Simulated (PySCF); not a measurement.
Cartesian coordinates in Å; atom numbers follow the order of the lines, from 1:
```xyz
14

O    -2.1788    1.2771   -0.0895
C    -0.9995    1.3118   -0.0441
F    -0.3537    2.5001   -0.0216
C    -0.0668    0.1638   -0.0052
C     1.4112    0.4812    0.0490
F     1.7469    1.1804    1.1394
F     2.1511   -0.6384    0.0770
F     1.8266    1.1789   -1.0145
C    -0.5003   -1.0850   -0.7569
C    -0.5542   -1.0792    0.7229
H    -1.4261   -1.0076   -1.3065
H     0.2762   -1.6472   -1.2534
H    -1.5175   -0.9987    1.2032
H     0.1844   -1.6376    1.2780
```

- shielding tensors at PBE0/pcSseg-1 (GIAO)
- geometry from GFN2-xTB
- run in PySCF
- gas phase, non-relativistic, averaged over atoms made equivalent by symmetry, fast rotation or ring inversion, a single conformation

Task: Predict the 2D correlation tables (HSQC, COSY, HMBC).

Result: 

HSQC (one-bond C–H):
```csv
δH,δC
1.66 (H12/H14),20.3 (C9/C10)
1.57 (H11/H13),20.3 (C9/C10)
```

COSY cross peaks (H two or three bonds apart, from the bond graph; peaks can be absent where the dihedral angle is near 90°):
```csv
δH,δH
1.66 (H12/H14),1.57 (H11/H13)
```

HMBC (two and three bonds, from the bond graph):
```csv
δH,δC
1.66 (H12/H14),"170.8 (C2), 133.2 (C5), 28.0 (C4), 20.3 (C9/C10)"
1.57 (H11/H13),"170.8 (C2), 133.2 (C5), 28.0 (C4), 20.3 (C9/C10)"
```

Scale: TMS for 1H (σref 31.72), 13C (σref 186.93) (reference shieldings calculated alike).

Shifts are as computed. Against solution values, carbons near 30 ppm lie about +3 ppm off and those near 130 ppm about +5 ppm. Of 1211 compounds with measured shifts, 218 miss one by over three times the rms of a fit or turn the order of signals round; such compounds aren't used in these exercises.
